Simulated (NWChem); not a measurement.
System: CH4ClGaO; SMILES [CH3][Ga]([OH])[Cl]

Parts of the log:

```
             Northwest Computational Chemistry Package (NWChem) 7.3.0
             --------------------------------------------------------

 C1  symmetry detected

                             Geometry "geometry" -> ""
                             -------------------------

 Output coordinates in angstroms (scale by  1.889725989 to convert to a.u.)

  No.       Tag          Charge          X              Y              Z
 ---- ---------------- ---------- -------------- -------------- --------------
    1 Ga                  31.0000    -0.03008410    -0.31143821     0.00011127
    2 Cl                  17.0000     0.15600738     1.84367113    -0.00002970
    3 C                    6.0000     1.49117392    -1.51539513    -0.00006693
    4 H                    1.0000     2.10627842    -1.34258859    -0.89527301
    5 H                    1.0000     1.14696034    -2.55863979     0.00915224
    6 H                    1.0000     2.11749419    -1.32997202     0.88471270
    7 O                    8.0000    -1.70812564    -0.89574664    -0.00008003
    8 H                    1.0000    -2.37228976    -0.19828054    -0.00049461

 Effective nuclear repulsion energy (a.u.)     352.3127552966

                                 NWChem DFT Module
                                 -----------------

 Summary of "ao basis" -> "ao basis" (spherical)
 ------------------------------------------------------------------------------
       Tag                 Description            Shells   Functions and Types
 ---------------- ------------------------------  ------  ---------------------
 Ga                          3-21g                  10       22   5s4p1d
 Cl                          3-21g                   7       13   4s3p
 C                           3-21g                   5        9   3s2p
 H                           3-21g                   2        2   2s
 O                           3-21g                   5        9   3s2p

            General Information
            -------------------
          SCF calculation type: DFT
          Wavefunction type:  closed shell.
          No. of atoms     :     8
          No. of electrons :    66
           Alpha electrons :    33
            Beta electrons :    33
          Charge           :     0
          Spin multiplicity:     1
          Use of symmetry is: off; symmetry adaption is: off
          Maximum number of iterations: 150
          AO basis - number of functions:    61
                     number of shells:    35
          Convergence on energy requested:  1.00D-06
          Convergence on density requested:  1.00D-05
          Convergence on gradient requested:  5.00D-04

              XC Information
              --------------
                  TPSS metaGGA Exchange Functional  1.000
             TPSS03 metaGGA Correlation Functional  1.000

             Grid Information
             ----------------
          Grid used for XC integration:  medium
          Radial quadrature: Mura-Knowles
          Angular quadrature: Lebedev.
          Tag              B.-S. Rad. Rad. Pts. Rad. Cut. Ang. Pts.
          ---              ---------- --------- --------- ---------
          Ga                  1.30      112           8.0       590
          Cl                  1.00       88          11.0       590
          C                   0.70       49          10.0       434
          H                   0.35       45          11.0       434
          O                   0.60       49          10.0       434
          Grid pruning is: on
          Number of quadrature shells:   478
          Spatial weights used:  Erf1

      Superposition of Atomic Density Guess
      -------------------------------------

 Sum of atomic energies:       -2484.89609012

      Non-variational initial energy
      ------------------------------

 Total energy =   -2485.988904
 1-e energy   =   -4166.100395
 2-e energy   =    1327.798736
 HOMO         =      -0.371032
 LUMO         =      -0.003041

     ---------------------------------------------
      Total Density - Mulliken Population Analysis
     ---------------------------------------------

    Atom       Charge   Shell Charges
 -----------   ------   -------------------------------------------------------
    1 Ga  31    29.49   2.00  2.00  6.00  2.00  5.95  0.66  0.60  0.20  0.15  9.94
    2 Cl  17    17.62   2.00  1.96  5.91  1.14  3.16  0.88  2.58
    3 C    6     7.15   1.99  0.40  1.60  1.19  1.98
    4 H    1     0.71   0.40  0.31
    5 H    1     0.71   0.41  0.31
    6 H    1     0.71   0.40  0.31
    7 O    8     9.12   1.99  0.44  2.33  1.44  2.93
    8 H    1     0.48   0.32  0.16

   convergence    iter        energy       DeltaE   RMS-Dens  Diis-err
 ---------------- ----- ----------------- --------- --------- ---------
 d= 0,ls=0.0,diis     1  -2488.4973757320 -2.84D+03  3.71D-02  8.17D-01
 d= 0,ls=0.0,diis     2  -2487.8711014125  6.26D-01  2.82D-02  6.32D+00
 d= 0,ls=0.0,diis     3  -2488.5903315000 -7.19D-01  7.45D-03  1.08D-01
 d= 0,ls=0.0,diis     4  -2488.6006495065 -1.03D-02  3.06D-03  3.92D-02
 d= 0,ls=0.0,diis     5  -2488.6067552866 -6.11D-03  3.68D-04  5.54D-04
  Resetting Diis
 d= 0,ls=0.0,diis     6  -2488.6068033837 -4.81D-05  1.54D-04  1.59D-04
 d= 0,ls=0.0,diis     7  -2488.6068247748 -2.14D-05  8.20D-05  4.53D-06
 d= 0,ls=0.0,diis     8  -2488.6068218968  2.88D-06  5.17D-05  3.26D-05
 d= 0,ls=0.0,diis     9  -2488.6068253632 -3.47D-06  5.80D-06  1.59D-07
 d= 0,ls=0.0,diis    10  -2488.6068253836 -2.04D-08  2.17D-06  3.06D-08

         Total DFT energy =    -2488.606825383582
      One electron energy =    -4165.872069520437
           Coulomb energy =     1443.693545185066
    Exchange-Corr. energy =     -118.741056344774
 Nuclear repulsion energy =      352.312755296562

 Numeric. integr. density =       66.000001972126

                       DFT Final Molecular Orbital Analysis
                       ------------------------------------

[...]
```

Level: TPSS/3-21G. Geometry: optimised at PBE0/def2-SVP.

Problem. Reconstruct the input file.

Solution. Several could match; the one computed here: the input that was run:
```
start job
memory heap 200 mb stack 900 mb global 1100 mb
geometry units angstroms noautoz
  Ga    -0.100156    -0.429229    -0.052183
  Cl     0.185533     1.658517    -0.540880
  C      1.345174    -1.722363    -0.001548
  H      1.826430    -1.785959    -0.988441
  H      0.957287    -2.711295     0.278603
  H      2.105255    -1.408286     0.728607
  O     -1.784957    -0.868379     0.302546
  H     -2.407918    -0.136292     0.243037
end
basis spherical
  Ga library 3-21g
  Cl library 3-21g
  C library 3-21g
  H library 3-21g
  O library 3-21g
end
dft
  xc xtpss03 ctpss03
  iterations 150
  mulliken
end
task dft energy
```
